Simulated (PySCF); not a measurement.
CH₇NOSi, SMILES C[Si@H](N)O. Geometry optimised at B3LYP-D3(BJ)/def2-SVP. The structure was generated by enumeration; whether it is a known compound was not checked. Other conformers were not sampled.

### Question
Give the equilibrium geometry at B3LYP-D3(BJ)/def2-SVP (PySCF confirms it by a frequency run) as Cartesian coordinates in Å. (An estimate is asked for; the answer gives what the named calculation found.)

### Answer
Several could match; the one computed here: 
```xyz
11

C     -1.5584    -0.7170    -0.3158
Si     0.0275     0.2824    -0.2418
N      1.3321    -0.8536    -0.3483
O      0.1801     1.1765     1.1642
H     -1.5719    -1.5086     0.4518
H     -1.6821    -1.1968    -1.3012
H     -2.4316    -0.0666    -0.1483
H      0.0175     1.3366    -1.2939
H      2.2902    -0.5457    -0.4839
H      1.1821    -1.7652    -0.7686
H      0.3954     0.6583     1.9494
```
